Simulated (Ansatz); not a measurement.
Tl4H5. Total charge 0; doublet. Geometry PBE-D4/def2-SVP.

```
atom   x (Å)   y (Å)   z (Å)
 Tl1  -0.317  -0.847   2.240
 Tl2  -0.688  -1.887  -1.335
 Tl3  -1.903   2.036  -0.405
 Tl4   1.635   0.902  -0.433
  H5   1.114  -0.483  -1.651
  H6  -1.409  -0.070   0.169
  H7   0.248   2.280  -0.679
  H8  -0.116  -2.326   0.689
  H9   1.437   0.393   1.404
```

In the def2 sets Tl takes a core potential; there is no spin–orbit coupling. HSE06 is defined as in plane-wave codes, on full-range PBE exchange. The structure comes from a short search, and lower isomers may exist.

Task: Estimate the α-spin orbital energies around the gap (eV) in Ansatz with PBE-D4/def2-SVP, r2SCAN-D4/def2-TZVP, PBE0-D4/def2-TZVP, HSE06-D4/def2-TZVP, BHLYP-D4/def2-TZVP.

Result: 
```csv
orbital,PBE-D4/def2-SVP,r2SCAN-D4/def2-TZVP,PBE0-D4/def2-TZVP,HSE06-D4/def2-TZVP,BHLYP-D4/def2-TZVP
HOMO−13,-14.97,-15.53,-17.03,-16.62,-19.00
HOMO−12,-14.91,-15.47,-16.97,-16.56,-18.94
HOMO−11,-14.90,-15.46,-16.96,-16.55,-18.93
HOMO−10,-14.87,-15.43,-16.92,-16.51,-18.90
HOMO−9,-14.83,-15.39,-16.89,-16.48,-18.86
HOMO−8,-11.65,-12.05,-13.15,-12.72,-14.49
HOMO−7,-9.96,-10.28,-11.18,-10.76,-12.28
HOMO−6,-9.76,-10.11,-10.97,-10.56,-12.02
HOMO−5,-9.15,-9.45,-10.27,-9.86,-11.28
HOMO−4,-6.35,-6.66,-7.41,-7.02,-8.40
HOMO−3,-6.29,-6.59,-7.29,-6.91,-8.20
HOMO−2,-5.80,-6.04,-6.68,-6.31,-7.49
HOMO−1,-5.19,-5.42,-6.02,-5.66,-6.77
HOMO,-4.25,-4.52,-4.98,-4.63,-5.61
LUMO,-2.82,-2.64,-2.17,-2.53,-1.54
LUMO+1,-1.56,-1.33,-0.98,-1.32,-0.38
LUMO+2,-1.30,-1.06,-0.73,-1.06,-0.17
LUMO+3,-1.23,-1.02,-0.63,-0.98,0.01
LUMO+4,-1.07,-0.84,-0.54,-0.88,0.07
LUMO+5,-0.94,-0.71,-0.38,-0.71,0.21
β HOMO,-5.11,-5.31,-5.89,-5.52,-6.59
β LUMO,-3.78,-3.61,-3.11,-3.46,-2.40
```
